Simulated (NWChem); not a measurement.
# SiCl2F2; SMILES F[Si](F)(Cl)Cl

```xyz
5

F      0.0000     1.2886    -1.2685
Si     0.0000     0.0000    -0.3250
F      0.0000    -1.2886    -1.2685
Cl     1.6729     0.0000     0.8054
Cl    -1.6729     0.0000     0.8054
```
Atoms are numbered in this order, from 1.

The geometry was optimised at PBE0/def2-SVP.

Symmetry labels are those of C2v in the frame above (b1 and b2, or b-type labels, depend on it).

List the 4 lowest vertical singlet excitations from CAM-B3LYP/def2-SVPD, TDA (NWChem).


| state | energy (eV) | oscillator strength | symmetry | leading excitation (squared amplitude) |
|---|---|---|---|---|
| S1 | 8.18 | 0.049 | b1 | HOMO → LUMO (0.86) |
| S2 | 8.35 | 0.000 | a2 | HOMO−1 → LUMO (0.85) |
| S3 | 8.77 | 0.059 | b2 | HOMO−2 → LUMO (0.83) |
| S4 | 9.00 | 0.058 | a1 | HOMO−3 → LUMO (0.79) |
